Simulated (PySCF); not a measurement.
Br$_{2}$Hg, charge +1, doublet, geometry from GFN2-xTB (such geometries of metal compounds can be far from the true shape) (a state made from the parent by changing its charge; the spin is typed, not shown lowest) (core potentials on Hg); B3LYP/def2-TZVP (PySCF).

Input for PySCF:
```python
from pyscf import gto, scf, dft

mol = gto.Mole()
mol.atom = '''
    Hg    0.00000000    0.00000000    0.00000000
    Br    0.00000000    0.00000000    2.54866416
    Br   -0.00000000   -0.00000000   -2.54866416
'''
mol.basis = 'def2-tzvp'
mol.ecp = {'Hg': 'def2-tzvp'}
mol.charge = 1
mol.spin = 1
mol.verbose = 4
mol.build()

mf = dft.UKS(mol)
mf.xc = 'b3lyp'
mf.kernel()
mf.analyze()
```

Task: Write the output that PySCF gives for this input, abridged.

Result: 
```
PySCF version 2.14.0

[INPUT] verbose = 4
[INPUT] num. atoms = 3
[INPUT] num. electrons = 89
[INPUT] charge = 1
[INPUT] spin (= nelec alpha-beta = 2S) = 1
[INPUT] symmetry False subgroup None
[INPUT] Mole.unit = angstrom
[INPUT] Symbol           X                Y                Z      unit          X                Y                Z       unit  Magmom
[...]
nuclear repulsion = 417.85385210443
number of shells = 47
number of NR pGTOs = 275
number of NR cGTOs = 139
basis = def2-tzvp
ecp = {'Hg': 'def2-tzvp'}

******** <class 'pyscf.dft.uks.UKS'> ********
method = UKS
initial guess = minao
damping factor = 0
level_shift factor = 0
DIIS = <class 'pyscf.scf.diis.CDIIS'>
diis_start_cycle = 1
diis_space = 8
diis_damp = 0
SCF conv_tol = 1e-09
SCF conv_tol_grad = None
SCF max_cycles = 50
direct_scf = True
direct_scf_tol = 1e-13
number electrons alpha = 45  beta = 44
XC library pyscf.dft.libxc version 7.1.2
    S. Lehtola, C. Steigemann, M. J. T. Oliveira, and M. A. L. Marques,  SoftwareX 7, 1–5 (2018)
XC functionals = b3lyp
    P. J. Stephens, F. J. Devlin, C. F. Chabalowski, and M. J. Frisch,  J. Phys. Chem. 98, 11623 (1994)
radial grids:
    Treutler-Ahlrichs [JCP 102, 346 (1995); DOI:10.1063/1.469408] (M4) radial grids

becke partition: Becke, JCP 88, 2547 (1988); DOI:10.1063/1.454033
pruning grids: <function nwchem_prune>
grids dens level: 3
symmetrized grids: False
atomic radii adjust function: <function treutler_atomic_radii_adjust>
small_rho_cutoff = 0
Set gradient conv threshold to 3.16228e-05
tot grids = 64592
init E= -5281.32756704336

cycle= 1 E= -5300.38610645313  delta_E= -19.1  |g|= 1.75  |ddm|= 7.23
cycle= 2 E= -5285.03881396075  delta_E= 15.3  |g|= 4.98  |ddm|= 7.06
cycle= 3 E= -5301.58138507294  delta_E= -16.5  |g|= 0.26  |ddm|=  6.3
cycle= 4 E= -5301.6015676663  delta_E= -0.0202  |g|= 0.213  |ddm|= 0.623
cycle= 5 E= -5301.61096628594  delta_E= -0.0094  |g|= 0.0311  |ddm|= 0.115
cycle= 6 E= -5301.61154427175  delta_E= -0.000578  |g|= 0.00487  |ddm|= 0.0475
cycle= 7 E= -5301.61155147754  delta_E= -7.21e-06  |g|= 0.00213  |ddm|= 0.00802
cycle= 8 E= -5301.61155487111  delta_E= -3.39e-06  |g|= 0.000252  |ddm|= 0.00329
cycle= 9 E= -5301.61155491149  delta_E= -4.04e-08  |g|= 8.09e-05  |ddm|= 0.000353
cycle= 10 E= -5301.61155491663  delta_E= -5.14e-09  |g|= 1.2e-05  |ddm|= 0.000174
cycle= 11 E= -5301.61155491582  delta_E= 8.12e-10  |g|= 3.57e-05  |ddm|= 7.29e-05
cycle= 12 E= -5301.61155491685  delta_E= -1.03e-09  |g|= 5.71e-06  |ddm|= 5.68e-05
cycle= 13 E= -5301.61155491688  delta_E= -3.64e-11  |g|= 4.9e-07  |ddm|= 1.34e-05
Extra cycle  E= -5301.61155491689  delta_E= -1.18e-11  |g|= 5.78e-07  |ddm|= 1.83e-06
converged SCF energy = -5301.61155491689  <S^2> = 0.75476495  2S+1 = 2.0047593
**** SCF Summaries ****
Total Energy =                       -5301.611554916893510
Nuclear Repulsion Energy =             417.853852104429620
One-electron Energy =                -8247.616485684528016
Two-electron Energy =                 2528.151078663205226
Two-electron Coulomb Energy =         2724.502296083705914
DFT Exchange-Correlation Energy =     -196.351217420500490
**** MO energy ****
                             alpha | beta                alpha | beta
[...]
WARN: Weak orthogonality for localized orbitals 5.204845615730255e-09

spin_pop of  0 Hg 5s       -0.00001
spin_pop of  0 Hg 6s       -0.01807
spin_pop of  0 Hg 7s       -0.00032
spin_pop of  0 Hg 8s       -0.00018
spin_pop of  0 Hg 9s       -0.00011
spin_pop of  0 Hg 10s       -0.00000
spin_pop of  0 Hg 5px       0.00001
spin_pop of  0 Hg 5py       0.00003
spin_pop of  0 Hg 5pz       0.00015
spin_pop of  0 Hg 6px       0.00000
spin_pop of  0 Hg 6py      -0.00003
spin_pop of  0 Hg 6pz      -0.00006
spin_pop of  0 Hg 7px      -0.00002
spin_pop of  0 Hg 7py      -0.00004
spin_pop of  0 Hg 7pz      -0.00005
spin_pop of  0 Hg 8px      -0.00201
spin_pop of  0 Hg 8py      -0.00566
spin_pop of  0 Hg 8pz      -0.00077
spin_pop of  0 Hg 9px      -0.00008
spin_pop of  0 Hg 9py      -0.00020
spin_pop of  0 Hg 9pz      -0.00049
spin_pop of  0 Hg 5dxy      0.00129
spin_pop of  0 Hg 5dyz      0.00359
spin_pop of  0 Hg 5dz^2     0.00055
spin_pop of  0 Hg 5dxz      0.00054
spin_pop of  0 Hg 5dx2-y2    0.01237
spin_pop of  0 Hg 6dxy      0.00000
spin_pop of  0 Hg 6dyz      0.00002
spin_pop of  0 Hg 6dz^2     0.00001
spin_pop of  0 Hg 6dxz     -0.00013
spin_pop of  0 Hg 6dx2-y2    0.01052
spin_pop of  0 Hg 7dxy      0.00020
spin_pop of  0 Hg 7dyz      0.00229
spin_pop of  0 Hg 7dz^2    -0.00056
spin_pop of  0 Hg 7dxz     -0.00042
spin_pop of  0 Hg 7dx2-y2    0.00068
spin_pop of  0 Hg 5f-3      0.00000
spin_pop of  0 Hg 5f-2     -0.00004
spin_pop of  0 Hg 5f-1     -0.00001
spin_pop of  0 Hg 5f+0     -0.00001
spin_pop of  0 Hg 5f+1      0.00000
spin_pop of  0 Hg 5f+2      0.00000
spin_pop of  0 Hg 5f+3      0.00000
spin_pop of  1 Br 1s       -0.00000
spin_pop of  1 Br 2s        0.00000
spin_pop of  1 Br 3s        0.00003
spin_pop of  1 Br 4s        0.00044
spin_pop of  1 Br 5s       -0.00008
spin_pop of  1 Br 6s        0.00001
spin_pop of  1 Br 2px       0.00000
spin_pop of  1 Br 2py       0.00000
spin_pop of  1 Br 2pz       0.00000
spin_pop of  1 Br 3px       0.00002
spin_pop of  1 Br 3py       0.00009
spin_pop of  1 Br 3pz       0.00000
spin_pop of  1 Br 4px       0.09535
spin_pop of  1 Br 4py       0.39382
spin_pop of  1 Br 4pz       0.00875
spin_pop of  1 Br 5px       0.00026
spin_pop of  1 Br 5py       0.00064
spin_pop of  1 Br 5pz       0.00012
spin_pop of  1 Br 6px      -0.00001
spin_pop of  1 Br 6py      -0.00002
spin_pop of  1 Br 6pz      -0.00001
spin_pop of  1 Br 3dxy     -0.00001
spin_pop of  1 Br 3dyz     -0.00001
spin_pop of  1 Br 3dz^2    -0.00001
spin_pop of  1 Br 3dxz     -0.00000
spin_pop of  1 Br 3dx2-y2   -0.00001
spin_pop of  1 Br 4dxy      0.00011
spin_pop of  1 Br 4dyz     -0.00034
spin_pop of  1 Br 4dz^2    -0.00005
spin_pop of  1 Br 4dxz     -0.00014
spin_pop of  1 Br 4dx2-y2    0.00007
spin_pop of  1 Br 5dxy      0.00000
spin_pop of  1 Br 5dyz     -0.00021
spin_pop of  1 Br 5dz^2    -0.00003
spin_pop of  1 Br 5dxz     -0.00010
spin_pop of  1 Br 5dx2-y2    0.00000
spin_pop of  1 Br 6dxy     -0.00000
spin_pop of  1 Br 6dyz     -0.00001
spin_pop of  1 Br 6dz^2    -0.00000
spin_pop of  1 Br 6dxz     -0.00000
spin_pop of  1 Br 6dx2-y2   -0.00000
spin_pop of  1 Br 4f-3      0.00005
spin_pop of  1 Br 4f-2      0.00002
spin_pop of  1 Br 4f-1     -0.00010
spin_pop of  1 Br 4f+0     -0.00015
spin_pop of  1 Br 4f+1     -0.00005
spin_pop of  1 Br 4f+2      0.00001
spin_pop of  1 Br 4f+3      0.00005
spin_pop of  2 Br 1s       -0.00000
spin_pop of  2 Br 2s        0.00000
spin_pop of  2 Br 3s        0.00003
spin_pop of  2 Br 4s        0.00044
spin_pop of  2 Br 5s       -0.00008
spin_pop of  2 Br 6s        0.00001
spin_pop of  2 Br 2px       0.00000
spin_pop of  2 Br 2py       0.00000
spin_pop of  2 Br 2pz       0.00000
spin_pop of  2 Br 3px       0.00002
spin_pop of  2 Br 3py       0.00009
spin_pop of  2 Br 3pz       0.00000
spin_pop of  2 Br 4px       0.09535
spin_pop of  2 Br 4py       0.39383
spin_pop of  2 Br 4pz       0.00875
spin_pop of  2 Br 5px       0.00026
spin_pop of  2 Br 5py       0.00064
spin_pop of  2 Br 5pz       0.00012
spin_pop of  2 Br 6px      -0.00001
spin_pop of  2 Br 6py      -0.00002
spin_pop of  2 Br 6pz      -0.00001
spin_pop of  2 Br 3dxy     -0.00001
spin_pop of  2 Br 3dyz     -0.00001
spin_pop of  2 Br 3dz^2    -0.00001
spin_pop of  2 Br 3dxz     -0.00000
spin_pop of  2 Br 3dx2-y2   -0.00001
spin_pop of  2 Br 4dxy      0.00011
spin_pop of  2 Br 4dyz     -0.00034
spin_pop of  2 Br 4dz^2    -0.00005
spin_pop of  2 Br 4dxz     -0.00014
spin_pop of  2 Br 4dx2-y2    0.00007
spin_pop of  2 Br 5dxy      0.00000
spin_pop of  2 Br 5dyz     -0.00021
spin_pop of  2 Br 5dz^2    -0.00003
spin_pop of  2 Br 5dxz     -0.00010
spin_pop of  2 Br 5dx2-y2    0.00000
spin_pop of  2 Br 6dxy     -0.00000
spin_pop of  2 Br 6dyz     -0.00001
spin_pop of  2 Br 6dz^2    -0.00000
spin_pop of  2 Br 6dxz     -0.00000
spin_pop of  2 Br 6dx2-y2   -0.00000
spin_pop of  2 Br 4f-3      0.00005
spin_pop of  2 Br 4f-2      0.00002
spin_pop of  2 Br 4f-1     -0.00010
spin_pop of  2 Br 4f+0     -0.00015
spin_pop of  2 Br 4f+1     -0.00005
spin_pop of  2 Br 4f+2      0.00001
spin_pop of  2 Br 4f+3      0.00005

WARN: Weak orthogonality for localized orbitals 5.204845615730255e-09

In total            45.00000 | 44.00000

WARN: System has nonzero charge 1; the dipole moment is origin-dependent.
Location of origin: [0. 0. 0.]

Dipole moment(X, Y, Z, Debye):  0.00000, -0.00000, -0.00002
```
